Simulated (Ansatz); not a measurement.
Reaction (SMILES): CN[SiH3] [N-silylmethanamine] -> C[N-][SiH3] + H+

Wanted: gas-phase deprotonation energy (enthalpy at 298 K), in kcal/mol. Conventions: spin-orbit terms left out; valence correlation only; six Cartesian d functions in 6-31G* and its kin unless marked 5d; 6-311+G** with 5d, 6d on Na to Ar in Ansatz (a program for electronic structure); no dispersion term unless named; LANL2DZ with its own core potentials from Na on; non-relativistic. CBS(X,Y): correlation extrapolated as X^-3; Hartree-Fock from the larger set. Ab initio and DFT rows: single points at B3LYP-D3(BJ) geometries (Ansatz), with unscaled harmonic terms from B3LYP/6-31G* (Ansatz) at its own minima. Anions need diffuse functions, which STO-3G, LANL2DZ, def2-SVP, cc-pVDZ and Pople sets without + lack.

Coupled cluster (Ansatz) is a level with limits of its own, used here on species with T1 under 0.025 (0.045 for open shells) and stable references: CCSD(T)/CBS(aug-cc-pV(T+d)Z,aug-cc-pV(Q+d)Z).

Value to compare with, CCSD(T)/CBS(aug-cc-pV(T+d)Z,aug-cc-pV(Q+d)Z) (Ansatz): 376.3 kcal/mol.

| level | program | gas-phase deprotonation energy (enthalpy at 298 K) (kcal/mol) | difference |
|---|---|---|---|
| PBE/STO-3G | Ansatz | 484.1 | 107.8 |
| PBE/3-21G | Ansatz | 392.1 | 15.8 |
| PBE/LANL2DZ | Ansatz | 389.6 | 13.3 |
| PBE/6-31G* | Ansatz | 379.7 | 3.4 |
| PBE/def2-SVP | Ansatz | 378.9 | 2.6 |
| PBE/6-311+G** | Ansatz | 372.3 | -4.0 |
| PBE/def2-TZVPD | Ansatz | 370.4 | -5.9 |

Among the 6 habitual levels, PBE/STO-3G lies farthest from CCSD(T)/CBS(aug-cc-pV(T+d)Z,aug-cc-pV(Q+d)Z) (Ansatz) (107.8 kcal/mol) and PBE/def2-SVP nearest (2.6); 5 of 6 lie above it, and their mean absolute difference is 24.5 kcal/mol, the median 8.7. One case shows no general order.

The sets are all those run for this method; left out are runs that failed, that the program found above a lower state of the same kind, or whose <S^2> lies over 0.5 above the pure value.
